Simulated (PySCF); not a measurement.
1-ethynylcyclopropane-1-carbaldehyde (C6H6O), SMILES C#CC1(C=O)CC1.

Geometry optimised at ωB97X-D3(BJ)/def2-SVP. Other conformers were not sampled.

Calculation: r2SCAN/def2-TZVP in PySCF.

Symmetry labels are those of the subgroup Cs that the program uses (full group Cs).

Computed valence orbital energies around the gap with their symmetry:
```json
[
 {"orbital": "HOMO−7", "symmetry": "A'", "energy (eV)": "-10.72"},
 {"orbital": "HOMO−6", "symmetry": "A\"", "energy (eV)": "-10.66"},
 {"orbital": "HOMO−5", "symmetry": "A\"", "energy (eV)": "-9.70"},
 {"orbital": "HOMO−4", "symmetry": "A'", "energy (eV)": "-8.76"},
 {"orbital": "HOMO−3", "symmetry": "A\"", "energy (eV)": "-8.74"},
 {"orbital": "HOMO−2", "symmetry": "A'", "energy (eV)": "-7.38"},
 {"orbital": "HOMO−1", "symmetry": "A\"", "energy (eV)": "-6.65"},
 {"orbital": "HOMO", "symmetry": "A'", "energy (eV)": "-6.39"},
 {"orbital": "LUMO", "symmetry": "A\"", "energy (eV)": "-1.96"},
 {"orbital": "LUMO+1", "symmetry": "A'", "energy (eV)": "-0.09"},
 {"orbital": "LUMO+2", "symmetry": "A\"", "energy (eV)": "0.09"},
 {"orbital": "LUMO+3", "symmetry": "A'", "energy (eV)": "1.33"}
]
```
